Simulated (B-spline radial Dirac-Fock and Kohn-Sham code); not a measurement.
**X-ray lines that fill the M4 vacancy in Pt⁷⁺**

System: platinum as Pt⁷⁺, [Xe] 4f14 5d3.

Model: independent-particle rates on relativistic LDA orbitals of the hole state (multipoles up to L = 3, Coulomb Auger matrix elements, transition energies from Dirac-Fock). Program: a radial B-spline solver.

```
 line  multipole  energy (eV)  rate (s⁻¹)  share (%)
  Mζ2         E1       1588.7    3.57e+12       4.10
M4-N3         E1       1679.6    3.98e+11      0.457
   Mβ         E1       2131.9    8.23e+13       94.6
M4-O2         E1       2144.8    6.73e+11      0.773
M4-O3         E1       2161.4    7.56e+10     0.0868
```

The listed lines hold 100.0 % of the radiative rate. The radiative width is 0.0573 eV in the length form and 0.0579 eV in the velocity form; the two differ because the transition energies are not eigenvalue differences of the potential that gave the orbitals.

Values without a named source are computed, but for edge energies of neutral atoms, which are taken from tables.
